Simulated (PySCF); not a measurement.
HTe, SMILES [TeH], multiplicity 2.

Geometry optimised at PBE0-D3(BJ)/def2-TZVPD. The def2 effective core potentials stand for the cores of Te; spin–orbit coupling is left out.

All values below come from M06-2X/def2-TZVPD run with PySCF.

Isolated molecule, no solvent.

Computed frontier levels, dipole moment:
- α spin, highest occupied and lowest empty level = -7.90 and 0.16 eV
- β spin, highest occupied and lowest empty level = -7.39 and -3.23 eV
- dipole moment = 0.14 D
- ⟨S²⟩ = 0.757 (pure state 0.75)
